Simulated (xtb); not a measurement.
B(F)(H)(SiH3) (BFH4Si), SMILES B([SiH3])F. All values are semi-empirical tight-binding results from xtb (GFN2-xTB unless named), good for trends rather than for accurate numbers. The structure is a stationary point at GFN2-xTB.

Computed properties:
| Property | Result |
|---|---|
| orbital gap | 3.01 eV |
| dipole moment | 0.69 D |
| zero-point energy | 23.6 kcal/mol |
| G − E(el) at 298.15 K (modified RRHO) | 6.4 kcal/mol |
| static polarisability (D4 model) | 45.4 bohr³ |
| solvation energy, GFN2-xTB/ALPB(water) | -0.3 kcal/mol |
| solvation energy, GFN2-xTB/ALPB(dmf) | -2.1 kcal/mol |
